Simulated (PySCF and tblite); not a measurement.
Results of a calculation; reference values are marked as such.
C₅H₃BrO₂S, numbered as in [O:1]=[c:2]1[o:3][cH:4][cH:5][c:6]([SH:7])[c:8]1[Br:9].

Conformers came from 60 starts (ETKDG and KDG, MMFF94s, GFN2-xTB); geometries are GFN2-xTB. Weights use PBE0-D3(BJ)/pcSseg-1 energies plus GFN2-xTB zero-point and thermal terms (modes under about 100 cm⁻¹ blended into free rotors). Symmetry numbers and mirror images are counted. Conformers within 2.5 kcal/mol (GFN2-xTB free energy) were kept, 2 at most. Run with PySCF (density fitting) and tblite.

Rotational constants are equilibrium values for the commonest isotopes; dipoles come from the energy level named.

Torsions listed: C5–C6–S7–H7.

```tsv
conformer	shape	symmetry
1	180°	Cs
2	0°	Cs
```

Q: Give the rotational constants and dipole components, as needed to look for these species in a jet-cooled rotational spectrum.

A: 
```
conformer  A (MHz)  B (MHz)  C (MHz)  abs μa (D)  abs μb (D)  abs μc (D)     κ  Ic−Ia−Ib (u Å²)
        1     1212      975      540        2.15        3.77        0.01  0.29              0.0
        2     1243      979      548        3.04        5.10        0.00  0.24              0.0
```

Q: Which type of transition is strongest for conformer 1?

A: b-type, since that component is clearly the largest; the top is asymmetric (κ = 0.29).

The minima are those of GFN2-xTB; planar forms about aryl–S or allylic bonds may be saddles in DFT.


Conformer gaps in pcSseg-1 on xTB geometries can be 2 kcal/mol off for S=O, P=O and other polar bonds.